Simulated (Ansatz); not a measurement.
Job for Ansatz (a quantum-chemistry and plane-wave program): R-CCSD(T)/cc-pV(D+d)Z on CH6OSi (SMILES C[SiH2]O), a point of a torsion scan. Files ending in .json are basis or fitting sets from the Basis Set Exchange.

Ansatz 0.2 input:
```yaml
crystal:
  periodic: [false, false, false]
  atoms:
    - {symbol: C, position_ang: [-1.22763982, 0.28926142, 0.04958664]}
    - {symbol: Si, position_ang: [0.51254028, -0.44138723, -0.15937116]}
    - {symbol: O, position_ang: [1.66932538, 0.65828839, 0.16501621]}
    - {symbol: H, position_ang: [-1.98910825, -0.41580455, -0.26801367]}
    - {symbol: H, position_ang: [-1.35013756, 1.19166880, -0.54375993]}
    - {symbol: H, position_ang: [-1.43935798, 0.54810996, 1.08463487]}
    - {symbol: H, position_ang: [0.65027759, -1.59806090, 0.73318986]}
    - {symbol: H, position_ang: [0.81262006, -0.75613632, -1.54920831]}
    - {symbol: H, position_ang: [1.74477411, 1.08106050, 1.01579804]}
basis:
  gaussian:
    orbitals: cc-pV_D+d_Z.json
magnetization: {spin_polarized: false}
correlation: {method: ccsd_t, electrons: outside_noble_gas}
scf: {lower_state_search: off}
```

Program output:

```
WARN ansatz: RAYON_NUM_THREADS=2 ignored (pool sized by the plan → 2); use --threads N
Functional definition: HF
these checks for a lower state are left out or cut short: stability, starts, cluster_reference, orbital_swaps, neighbouring_geometries, increment
integrals: 0.07 GiB planned
772 factors; integrals over basis functions are off by at most 1.2e-3 eV
mean field: 0.17 GiB planned
mean field evaluation 1: about -11023.5708 eV, gradient 3.6e1 eV
mean field evaluation 2: about -11023.6175 eV, gradient 3.6e1 eV
mean field evaluation 4: about -11026.3904 eV, gradient 3.0e0 eV
mean field evaluation 8: about -11026.4233 eV, gradient 1.0e-4 eV
mean field -11026.42327887 eV, -405.2135815205 hartree, gradient 3.8e-6 eV, S^2 0.000000; 0 other end points of the search recorded, 0 dependent functions left out
7 core orbitals not correlated
reference -11026.42327887 eV, -405.2135815205 hartree; 10, 10 occupied and 64, 64 virtual orbitals, 772 factors
second order -11.92289390 eV of doubles, -0.00000000 eV of singles
coupled cluster: 0.22 GiB planned
cycle   1  -12.62829278 eV  change   -7.1e-1 eV  update   7.5e-2
cycle   2  -12.95978034 eV  change   -3.3e-1 eV  update   2.2e-2
cycle   3  -13.02404633 eV  change   -6.4e-2 eV  update   9.7e-3
cycle   4  -13.02239858 eV  change    1.6e-3 eV  update   2.1e-3
cycle   5  -13.02240050 eV  change   -1.9e-6 eV  update   7.2e-4
cycle   6  -13.02245129 eV  change   -5.1e-5 eV  update   2.0e-4
cycle   7  -13.02238025 eV  change    7.1e-5 eV  update   7.2e-5
cycle   8  -13.02236831 eV  change    1.2e-5 eV  update   2.4e-5
perturbative correction -0.28894091 eV, -0.0106183827 hartree
Total energy: -11039.73458810 eV, -405.7027631117 hartree
Checks for a lower state left out: stability, starts, cluster_reference, orbital_swaps, neighbouring_geometries, increment
```

Self-consistency was reached.

Cost: roughly 5 core-seconds.
